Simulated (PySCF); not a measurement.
## Working with the constants of RbPb⁺

UHF-CCSD(T) constants of RbPb⁺, ³Π (triplet), unpaired electrons σ ↑, π ↑ (Rb def2-SVP with ECP28, Pb def2-SVP with ECP60; scalar-relativistic core potentials (PySCF 2.14); masses 84.9118 and 207.9766 u):

- ωe: 41.0 cm⁻¹
- ωexe: 0.247 cm⁻¹
- Be: 0.016036 cm⁻¹
- αe: 0.000114 cm⁻¹
- D (centrifugal): 9.8e-09 cm⁻¹

Task: Give the vibrational terms G(v) and spacings up to v = 6.

Result: G(v) = ωe(v+½) − ωexe(v+½)².

| v | G(v) (cm⁻¹) | G(v) − G(v−1) | Bv (cm⁻¹) |
| --- | --- | --- | --- |
| 0 | 20.4 |  | 0.01598 |
| 1 | 60.9 | 40.5 | 0.01587 |
| 2 | 101.0 | 40.0 | 0.01575 |
| 3 | 140.5 | 39.5 | 0.01564 |
| 4 | 179.5 | 39.0 | 0.01552 |
| 5 | 218.0 | 38.5 | 0.01541 |
| 6 | 256.1 | 38.0 | 0.01530 |

Correlated steps freeze 4 core orbitals. Spin–orbit coupling is left out, which matters for elements this heavy, above all for dissociation energies. The state is the lowest determinant that a PBE0 search found; another state may lie lower at other levels.
